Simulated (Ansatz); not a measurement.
Geometry optimisation, RKS PBE-D4/cc-pVDZ in Ansatz.

Input file:

```yaml
crystal:
  periodic: [false, false, false]
  atoms:
    - { symbol: Si, position_ang: [-1.524022, -0.073609, -0.744701] }
    - { symbol: H, position_ang: [-1.235641, 0.734776, 0.425762] }
    - { symbol: F, position_ang: [-0.343682, -1.247959, -0.79751] }
    - { symbol: F, position_ang: [-2.950782, -0.859631, -0.474979] }
    - { symbol: H, position_ang: [-1.613215, 0.606899, -2.070806] }
    - { symbol: H, position_ang: [1.324516, 0.243692, -0.634579] }
    - { symbol: F, position_ang: [1.219197, 1.00791, -1.139974] }
    - { symbol: H, position_ang: [0.419933, 0.304178, 1.313523] }
    - { symbol: "N", position_ang: [1.28766, -0.133521, 1.651398] }
    - { symbol: H, position_ang: [2.058125, 0.458666, 1.304825] }
    - { symbol: H, position_ang: [1.357812, -1.0413, 1.16704] }
basis:
  gaussian: { orbitals: cc-pVDZ }
hamiltonian:
  xc: pbe
  dispersion: d4
relax:
  f_tol: 0.03
  max_steps: 50
```

Run as:

```bash
$ ansatz run input.yaml --threads 2 --pin off --max-ram 3072MiB --backend cpu --events-out ev --progress --plain --runs-dir out
```

**Question.** Where does it end, and by what steps?

**Answer.** It converged. After 14 steps the energy has fallen by 0.958 eV; H8 moved furthest, 1.22 Å.

| step | energy less start (eV) | largest force component (eV/Å) | accepted |
| --- | --- | --- | --- |
| 0 | 0.0000 | 1.095 | yes |
| 1 | -0.0915 | 0.332 | yes |
| 2 | -0.1319 | 0.585 | yes |
| 3 | -0.1693 | 0.786 | yes |
| 4 | -0.2322 | 0.618 | yes |
| 5 | -0.2993 | 0.186 | yes |
| 6 | -0.3372 | 0.242 | yes |
| 7 | -0.3619 | 1.684 | yes |
| 8 | -0.5781 | 2.321 | yes |
| 9 | -0.7675 | 1.584 | yes |
| 10 | -0.9361 | 0.405 | yes |
| 11 | -0.9528 | 0.162 | yes |
| 12 | -0.9552 | 0.123 | yes |
| 13 | -0.9571 | 0.042 | yes |
| 14 | -0.9576 | 0.014 | yes |

```xyz
11
Properties=species:S:1:pos:R:3
Si -1.457 -0.041 -0.894
H -1.869 0.986 0.118
F -0.510 -1.264 -0.196
F -2.885 -0.915 -1.013
H -1.179 0.208 -2.341
H 0.965 0.682 0.063
F 0.355 1.060 -0.768
H 1.413 0.378 2.011
N 1.564 -0.003 1.068
H 2.567 -0.203 0.963
H 1.036 -0.889 0.988
```

The run took 30 s on 2 threads of Arm Neoverse V1, with other jobs on the host, peak memory 0.14 GiB.
